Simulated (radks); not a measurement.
Question: The mean radii <r> (bohr) of the occupied orbitals of an atom or ion are listed with their occupations. Method: non-relativistic Kohn-Sham, PBE, spin-polarised, spherical densities, point nucleus; computed with a radial shooting solver on a logarithmic mesh with Libxc functionals.

| orbital | occ. | <r> |
|---|---|---|
| 1s up | 1 | 0.1002 |

Name the element and its charge. Open shells, if any, are filled with parallel spins first.

Answer: Z = 15, phosphorus, charge +14: P14+ in 1s1. The 1s radius gives Z: for a bare nucleus <r> = 1.5/Z, 0.1 bohr for Z = 15, and the self-interaction of the functional makes it slightly larger (0.1002 here). The occupations add up to 1, and the charge is Z minus that.
